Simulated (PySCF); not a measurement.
RbCl and its ions

PBE; PySCF, scalar-relativistic core potentials, basis sets Rb def2-SVP with ECP28, Cl def2-SVP. Neutral (UKS): singlet (closed shell), Re = 2.824 Å, ωe = 238 cm⁻¹, De = 4.14 eV, HOMO -4.40 eV, LUMO -1.89 eV.

RbCl⁺ (UKS): doublet (π ↑), Re = 3.405 Å, ωe = 94.7 cm⁻¹, De = 0.30 eV to Rb⁺ + Cl. The energies at the minima are -484.03093 hartree for RbCl and -483.73274 for RbCl⁺.

(1) Work out the adiabatic ionisation energy, without and with harmonic zero-point energies (1 hartree = 27.2114 eV, 1 eV = 8065.5 cm⁻¹), and the change of the bond length.

Weak bonds: RbCl⁺. Basis-set superposition, not corrected here, can be much of De in a small basis, most of all at correlated wavefunction levels. Spin–orbit coupling is left out. For an ion De counts to the pair picked by the measured ionisation energies or electron affinities, which need not be the lowest pair at this level. States were picked by a PBE0 search and need not be the measured ground states.

Results:

(1) At PBE: 0.29819 hartree = 8.114 eV between the minima; the zero-point term (94.7 − 238.0)/2 cm⁻¹ = -0.009 eV makes it 8.105 eV. Re changes by +58.1 pm against the neutral. Minus the HOMO energy is 4.40 eV, -3.71 eV from the value between the minima; self-interaction puts the Kohn–Sham level too high, less so with exact exchange. The electron leaves a π orbital, and the ion is left as a loose complex of an ion and an atom.
